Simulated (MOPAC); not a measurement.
A run for MOPAC: PM7 on C2H4F2 (SMILES FCCF), a point of a torsion scan.

```
PM7 1SCF PRECISE CHARGE=0 THREADS=1
C2H4F2

F      1.36041531 1     0.67450375 1    -0.83183507 1
C      0.74785714 1    -0.15236181 1     0.07004561 1
C     -0.76326402 1     0.03492247 1    -0.02685288 1
F     -1.37568818 1    -0.79197875 1     0.87509236 1
H      1.11479308 1     0.11476084 1     1.06615795 1
H      1.03380635 1    -1.17996961 1    -0.17585884 1
H     -1.04929167 1     1.06249628 1     0.21912656 1
H     -1.13022003 1    -0.23224159 1    -1.02297226 1
```

Output:

```
*******************************************************************************
 **                                                                           **
 **                              MOPAC v23.2.5                                **
 **                                                                           **
 *******************************************************************************
 ** MOPAC's Digital Object Identifier: https://doi.org/10.5281/zenodo.6511958 **
 **                                                                           **
 ** Please cite the open-source release paper for use of this MOPAC version:  **
 ** J. E. Moussa and J. J. P. Stewart (2026)                                  **
 ** MOPAC: An open-source semiempirical molecular orbital program             **
 ** J. Open Source Softw., 11(119), 8025, https://doi.org/10.21105/joss.08025 **
 *******************************************************************************

                              PM7 CALCULATION RESULTS

 *******************************************************************************
 *  PM7        - The PM7 Hamiltonian to be used
 *
 *
 *
 *                 CHARGE ON SYSTEM = 0
 *
 *
 *
 *  PRECISE    - TIGHTER CRITERIA TO BE USED
 *  1SCF       - DO 1 SCF AND THEN STOP
 *  THREADS=1  - MULTI-THREADING NOT USED
 *  T=         - A TIME OF 172800.0 SECONDS REQUESTED
 *  DUMP=N     - RESTART FILE WRITTEN EVERY 7200.0 SECONDS REQUESTED
 *******************************************************************************
PM7 1SCF PRECISE CHARGE=0 THREADS=1
 C2H4F2

   ATOM   CHEMICAL          X               Y               Z
  NUMBER   SYMBOL      (ANGSTROMS)     (ANGSTROMS)     (ANGSTROMS)

     1       F          1.36041531  *   0.67450375  *  -0.83183507  *
     2       C          0.74785714  *  -0.15236181  *   0.07004561  *
     3       C         -0.76326402  *   0.03492247  *  -0.02685288  *
     4       F         -1.37568818  *  -0.79197875  *   0.87509236  *
     5       H          1.11479308  *   0.11476084  *   1.06615795  *
     6       H          1.03380635  *  -1.17996961  *  -0.17585884  *
     7       H         -1.04929167  *   1.06249628  *   0.21912656  *
     8       H         -1.13022003  *  -0.23224159  *  -1.02297226  *



          CARTESIAN COORDINATES

    NO.       ATOM           X           Y           Z

     1         F          1.3604      0.6745     -0.8318
     2         C          0.7479     -0.1524      0.0700
     3         C         -0.7633      0.0349     -0.0269
     4         F         -1.3757     -0.7920      0.8751
     5         H          1.1148      0.1148      1.0662
     6         H          1.0338     -1.1800     -0.1759
     7         H         -1.0493      1.0625      0.2191
     8         H         -1.1302     -0.2322     -1.0230

 General Reference for PM7:
 "Optimization of Parameters for Semiempirical Methods VI: More Modifications to the
 NDDO Approximations and Re-optimization of Parameters", J. J. P. Stewart, J. Mol. Mod., 1:32, 19 (2013)
 https://link.springer.com/article/10.1007/s00894-012-1667-x

           Empirical Formula: C2 H4 F2  =     8 atoms



      MOLECULAR POINT GROUP   :   C2h


      RHF CALCULATION, NO. OF DOUBLY OCCUPIED LEVELS = 13


 -------------------------------------------------------------------------------
 PM7 1SCF PRECISE CHARGE=0 THREADS=1
 C2H4F2



     1SCF WAS SPECIFIED, SO BFGS WAS NOT USED
     SCF FIELD WAS ACHIEVED


                              PM7 CALCULATION
                                                       MOPAC v23.2.5 Linux




          FINAL HEAT OF FORMATION =        -96.56286 KCAL/MOL =    -404.01899 KJ/MOL


          COSMO AREA              =         93.26 SQUARE ANGSTROMS
          COSMO VOLUME            =         75.28 CUBIC ANGSTROMS

          IONIZATION POTENTIAL    =         12.531013 EV
          HOMO LUMO ENERGIES (EV) =        -12.531  2.140
          NO. OF FILLED LEVELS    =         13
          MOLECULAR WEIGHT        =         66.0504         POINT GROUP:  C2h

          MOLECULAR DIMENSIONS (Angstroms)

            Atom       Atom       Distance
            F     4    F     1     3.54266
            H     8    H     5     2.96081
            H     7    H     6     2.85558


          SCF CALCULATIONS        =          1





   ATOM   CHEMICAL          X               Y               Z
  NUMBER   SYMBOL      (ANGSTROMS)     (ANGSTROMS)     (ANGSTROMS)

     1       F          1.36041531  *   0.67450375  *  -0.83183507  *
     2       C          0.74785714  *  -0.15236181  *   0.07004561  *
     3       C         -0.76326402  *   0.03492247  *  -0.02685288  *
     4       F         -1.37568818  *  -0.79197875  *   0.87509236  *
     5       H          1.11479308  *   0.11476084  *   1.06615795  *
     6       H          1.03380635  *  -1.17996961  *  -0.17585884  *
     7       H         -1.04929167  *   1.06249628  *   0.21912656  *
     8       H         -1.13022003  *  -0.23224159  *  -1.02297226  *

                             CARTESIAN COORDINATES

   1    F        1.360415310     0.674503750    -0.831835070
   2    C        0.747857140    -0.152361810     0.070045610
   3    C       -0.763264020     0.034922470    -0.026852880
   4    F       -1.375688180    -0.791978750     0.875092360
   5    H        1.114793080     0.114760840     1.066157950
   6    H        1.033806350    -1.179969610    -0.175858840
   7    H       -1.049291670     1.062496280     0.219126560
   8    H       -1.130220030    -0.232241590    -1.022972260


           Empirical Formula: C2 H4 F2  =     8 atoms



      MOLECULAR POINT GROUP   :   C2h


                  EIGENVALUES
 -40.83974 -40.73781 -27.35721 -22.16567 -18.09794 -17.43704 -17.29372 -16.72933
 -15.57820 -15.31741 -14.31077 -12.97716 -12.53101   2.14011   3.14112   3.33167
   4.64131   5.16743   5.24347   5.35368


              NET ATOMIC CHARGES AND DIPOLE CONTRIBUTIONS

  ATOM NO.   TYPE          CHARGE      No. of ELECS.   s-Pop       p-Pop
    1          F          -0.197527        7.1975     1.97105     5.22648
    2          C          -0.094370        4.0944     1.10382     2.99055
    3          C          -0.094358        4.0944     1.10383     2.99053
    4          F          -0.197538        7.1975     1.97105     5.22649
    5          H           0.145951        0.8540     0.85405
    6          H           0.145943        0.8541     0.85406
    7          H           0.145943        0.8541     0.85406
    8          H           0.145955        0.8540     0.85404
 DIPOLE           X         Y         Z       TOTAL
 POINT-CHG.    -0.000     0.000    -0.000     0.000
 HYBRID         0.000    -0.000     0.000     0.000
 SUM           -0.000     0.000    -0.000     0.000


          ATOMIC ORBITAL ELECTRON POPULATIONS

     Atom    s        px        py        pz
    1  F   1.97105   1.83283   1.72282   1.67082
    2  C   1.10382   0.96734   1.02257   1.00065
    3  C   1.10383   0.96735   1.02255   1.00063
    4  F   1.97105   1.83291   1.72281   1.67077
    5  H   0.85405
    6  H   0.85406
    7  H   0.85406
    8  H   0.85404

 **********************
 *                    *
 * JOB ENDED NORMALLY *
 *                    *
 **********************




 == MOPAC DONE ==
```

The run finished.

Cost: roughly 0.010 core-seconds.
